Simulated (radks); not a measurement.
All-electron atom: Ar4+ in [Ne] 3s1 3p2 4s1 (not the ground configuration).

Method: scalar-relativistic Kohn-Sham, r2SCAN, spin-polarised, spherical densities, finite nucleus; open shells are filled with parallel spins first; meta-GGA in the generalised Kohn-Sham scheme; Fermi nuclear charge, rms radius 3.4274 fm; computed with a radial shooting solver on a logarithmic mesh with Libxc functionals.

Energy parts (eV):
part                      energy
total                 -14214.159
kinetic                14293.881
electron-nucleus      -32880.283
Hartree                 5157.744
exchange-correlation    -785.501

Orbitals (lengths in bohr, moments of r in powers of bohr; <r^-3> diverges for s and p1/2; r(max) is where P^2 peaks; r(90%) holds 90 % of the orbital's charge):
orbital  occ.  eigenvalue (eV)   r(max)   <r^-3>  r(90%)
1s up       1        -3218.665  0.05607        -   0.153
1s down     1        -3217.338  0.05607        -   0.153
2s up       1        -381.4670   0.3371        -   0.641
2s down     1        -380.5515   0.3377        -   0.640
2p up       3        -312.7507   0.2799    128.4   0.618
2p down     3        -311.1881   0.2805    128.1   0.617
3s up       1         -92.2492    1.094        -    1.79
3p up       2         -74.7701    1.139    16.99    1.93
3d up       0         -49.7707    1.153    1.392    2.20
4s up       1         -35.0692    2.619        -    3.87
4p up       0         -29.7716    2.824    4.197    4.18
4f up       0         -17.9107    2.858  0.07324    4.66

The highest occupied level is 4s up at -35.069 eV. The configuration is held as typed, so some empty levels lie below it. Spin moment in Bohr magnetons: 4.
